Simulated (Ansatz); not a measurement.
The first iterations of a band of BFH2O + Cl (6 atoms, charge 0, multiplicity 2).

Level of theory: UKS PBE0-D4/def2-SVP (Ansatz 0.2.0).

```
movable images  : 5
climbing image  : yes
spring          : 5.0 eV/Å²
optimiser       : quadratic models (default)
start path      : through a guess of the saddle point
force threshold : 0.05 eV/Å
iteration limit : 60
end points      : relaxed
```

First end point:

```xyz
6
Properties=species:S:1:pos:R:3
B 0.483 -0.235 0.933
F 0.567 -1.555 0.869
H 1.110 0.459 0.181
Cl -2.244 0.500 0.235
O -0.276 0.339 1.906
H -0.734 -0.309 2.458
```

Last end point:

```xyz
6
Properties=species:S:1:pos:R:3
B -0.396 -0.180 0.092
F 0.514 0.505 2.308
H 0.678 -0.226 -0.449
Cl -1.660 0.914 -0.284
O 0.086 -0.718 2.868
H -0.316 -1.097 2.048
```

| iteration | highest image above the first end (eV) | largest band force component (eV/Å) |
| --- | --- | --- |
| 1 | 8.326 | 23.457 |
| 2 | 7.106 | 7.416 |
| 3 | 6.876 | 3.278 |
| 4 | 6.760 | 5.139 |
| 5 | 6.666 | 1.126 |
| 6 | 6.596 | 5.993 |
| 7 | 6.587 | 7.542 |
| 8 | 6.579 | 6.845 |
| 9 | 6.573 | 4.299 |
| 10 | 6.575 | 4.823 |
| 11 | 6.575 | 1.323 |
| 12 | 6.578 | 1.152 |

**Question.** Does the band converge within its limit, and where does its top end?

**Answer.** It converged. It ended after 36 iterations with the highest image 6.569 eV above the first end. Neighbouring images differ by up to 5.1 eV, so the band resolves the path poorly. A vibrational analysis at the climbing image gives one clearly imaginary mode, 214i cm⁻¹: a first-order saddle point.

The run took 10 min on 2 threads of Arm Neoverse V1, on a shared host, peak memory 0.18 GiB.
